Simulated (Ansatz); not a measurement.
`[SiH3][Ge]([Cl])([Cl])[Cl]` + `CC[SiH2]O` → `CC[SiH2]O[SiH3]` + `[Cl][GeH]([Cl])[Cl]`  (cleavage of the Si–Ge bond)

Gas-phase electronic energies from Ansatz, PBE0-D4/def2-TZVP geometries. CCSD(T)/CBS adds triple-zeta CCSD(T) − MP2 to the extrapolated MP2 energy (def2 sets, frozen cores). DFT in def2-TZVPP. B3LYP here is the variant with VWN-RPA as its local correlation; programs differ in this. For Ge outer-core shells are correlated without core-valence functions, which leaves a few kJ/mol of doubt a bond. Scalar relativity is left out up to krypton. Each species was taken in one conformer, which may not be the lowest.

| level | ΔE (kcal/mol) | difference from CCSD(T)/CBS |
| --- | --- | --- |
| PBE-D4 | -12.5 | 5.7 |
| r2SCAN-D4 | -17.0 | 1.2 |
| PBE0-D4 | -14.9 | 3.3 |
| B3LYP-D4 | -17.6 | 0.6 |
| ωB97X-V | -18.5 | -0.3 |
| ωB97M-V | -18.4 | -0.2 |
| B2PLYP | -18.9 | -0.7 |
| PBE | -12.6 | 5.6 |
| r2SCAN | -16.9 | 1.3 |
| PBE0 | -15.1 | 3.1 |
| B3LYP | -17.9 | 0.3 |
| HF/def2-TZVPP | -25.2 | -7.0 |
| MP2/def2-TZVPP | -19.2 | -1.0 |
| SCS-MP2/def2-TZVPP | -20.7 | -2.5 |
| CCSD/def2-TZVPP | -19.7 | -1.5 |
| CCSD(T)/def2-TZVPP | -18.7 | -0.5 |
| HF/def2-QZVPP | -25.9 | -7.7 |
| MP2/def2-QZVPP | -19.2 | -1.0 |
| SCS-MP2/def2-QZVPP | -20.7 | -2.5 |
| HF/CBS(def2) | -26.0 | -7.8 |
| MP2/CBS(def2) | -18.8 | -0.6 |
| CCSD/CBS(def2) | -19.2 | -1.0 |
| CCSD(T)/CBS | -18.2 | 0 |

Largest T1 diagnostic among the species: 0.010.

In def2-TZVPP, CCSD(T) changes the Hartree–Fock value by +6.5 kcal/mol (the triples alone add +1.0 kcal/mol) and MP2 by +6.0 kcal/mol. From PBE to PBE0 (25 % exact exchange), in def2-TZVPP and without D4, ΔE moves by −2.5 kcal/mol.
